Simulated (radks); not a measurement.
Numerical settings for the strontium ion Sr3+, [Ar] 3d10 4s2 4p5. All-electron calculation, Dirac Kohn-Sham, BLYP, spin-unpolarised, spherical densities, finite nucleus; open shells are shared between the two j in proportion to 2j + 1; Fermi nuclear charge, rms radius 4.224 fm. Program: a radial shooting solver on a logarithmic mesh with Libxc functionals. The defaults (mesh step 0.008 in ln r, mesh end at 40 bohr or more with all orbitals vanishing there, Anderson mixing 0.5 over 9 steps, residual threshold near 1e-9 with the energy settled to 1e-9 hartree or 1e-11 of itself, here a cap of 68 iterations) give E = -3178.0432 hartree and 4p3/2 at -49.560 eV in 16 iterations. Run on one thread of a shared host, so times are rough (Arm Neoverse N1): 0.14 s of CPU time, 0.14 s wall, 16 iterations on 2189 mesh points. Changes against that run (0 stands for a change within the tolerance of the run):

\begin{tabular}{lrrrrr}
setting & iterations & converged & E (mhartree) & e(4p3/2) (meV) & CPU (s) \\ \hline
mesh step in ln r 0.12 & 4 & no & diverged & - & 0.01 \\
mesh step in ln r 0.003 & 18 & yes & 0 & 0 & 0.37 \\
mesh step in ln r 0.08 & 4 & no & diverged & - & 0.02 \\
mesh end (bohr) 400 & 16 & yes & 0 & 0 & 0.14 \\
mesh end (bohr) 5 & 16 & yes & +0.749 & +24.1 & 0.12 \\
residual threshold 1e-16 & 68 & no & 0 & 0 & 0.32 \\
residual threshold 0.1 & 9 & yes & 0 & -0.0333 & 0.1 \\
mixing 0.01 & 31 & yes & 0 & 0 & 0.23 \\
linear mixing, mixing 1 & 12 & no & diverged & - & 0.18 \\
linear mixing, mixing 0.05 & 68 & no & +0.122 & -434 & 0.5 \\
mixing history 20 & 21 & yes & 0 & 0 & 0.17 \\
iteration cap 8 & 8 & no & 0 & -0.0333 & 0.07 \\
\end{tabular}

No run marked as converged misses the energy by more than 1 mhartree. A mesh that ends early acts as a hard wall.
